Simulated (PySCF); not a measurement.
**Working out the ionisation energy of V**

V [Ar] 3d3 4s2 (4F) → V⁺ [Ar] 3d4 (5D). Calculation: PySCF 2.14, in def2-TZVP; the non-relativistic Hamiltonian (point nucleus). Frozen: [Ar]. Energies in hartree (1 hartree = 27.21139 eV):

```tsv
part	V (lower)	V⁺ (upper)
UHF	-942.872327	-942.656164
MP2 opposite-spin	-0.027498	0.000000
MP2 same-spin	-0.021209	-0.037364
```

**Question.** What does Hartree-Fock give?

**Answer.** (-942.656164) − (-942.872327) = 0.216163 hartree = 5.882 eV.

**Question.** What do MP2 and SCS-MP2 (6/5 opposite-spin, 1/3 same-spin) give?

**Answer.** The opposite-spin parts differ by 0.748 eV and the same-spin parts by -0.440 eV. MP2: 5.882 + (0.748) + (-0.440) = 6.190 eV. SCS-MP2: 5.882 + 1.2 × (0.748) + (-0.440)/3 = 6.633 eV.

Measured between the centres of the two terms (NIST): 6.732 eV, so MP2 (valence) is off by -0.542 eV.

The calculation is non-relativistic.

What remains against the reference includes basis incompleteness, the frozen core and correlation beyond second order.
